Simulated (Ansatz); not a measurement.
`C=C[SiH](F)C=C` + HBr → `C=C[SiH](F)Br` + `C=C` at 298.15 K and 1 bar (ligand exchange at the Si–C bond).

Calculated with Ansatz (gas phase, PBE0-D4/def2-TZVP geometries, no zero-point term in ΔE). CCSD(T)/CBS adds triple-zeta CCSD(T) − MP2 to the extrapolated MP2 energy (def2 sets, frozen cores). This one scheme is used for every species. For Br outer-core shells are correlated without core-valence functions, which leaves a few kJ/mol of doubt a bond. Scalar relativity is left out up to krypton. One conformer a species, not always the lowest.

```
         species  CCSD(T)/CBS energy (Eh)  H − E (kJ/mol)  S (J/(mol·K))
`C=C[SiH](F)C=C`               -545.32671           278.2          366.3
             HBr              -2573.91920            24.6          198.6
 `C=C[SiH](F)Br`              -3040.80170           166.3          351.5
           `C=C`                -78.48111           144.6          218.9
```

H − E and S are ideal-gas, rigid-rotor, harmonic terms from PBE0-D4/def2-TZVP, for one conformer and one mirror image of each species. 1 Eh = 2625.50 kJ/mol, R = 8.31446 J/(mol·K).

Question: By hand: ΔE, ΔH, ΔS and ΔG.

Answer: ΔE = (-3040.80170) + (-78.48111) − (-545.32671) − (-2573.91920) = -0.03690 Eh = -96.9 kJ/mol. Δ(H − E) = 166.3 + 144.6 − 278.2 − 24.6 = 8.1, so ΔH = -88.8 kJ/mol. ΔS = 351.5 + 218.9 − 366.3 − 198.6 = 5.5 J/(mol·K). ΔG = -88.8 − 298.15 × (5.5)/1000 = -90.4 kJ/mol.

Question: By hand: the equilibrium constant, and the temperature at which ΔG would vanish if ΔH and ΔS stayed fixed.

Answer: log₁₀ K = −ΔG/(RT ln 10) = 15.8. ΔH and −TΔS have one sign here, so there is no such temperature. One of them is within its doubt of zero, so this could turn.

The number of gas molecules stays the same, so ΔS is small and ΔH decides. A doubt of 5 kJ/mol in ΔE shifts log₁₀ K by 0.9 here. Other conformers and mirror images would add mixing entropy, several J/(mol·K) or more a flexible species. These are equilibria of isolated gas molecules and say nothing of rates. Largest T1 diagnostic: 0.012 (customary marks: 0.02 for closed shells, 0.045 for open ones).
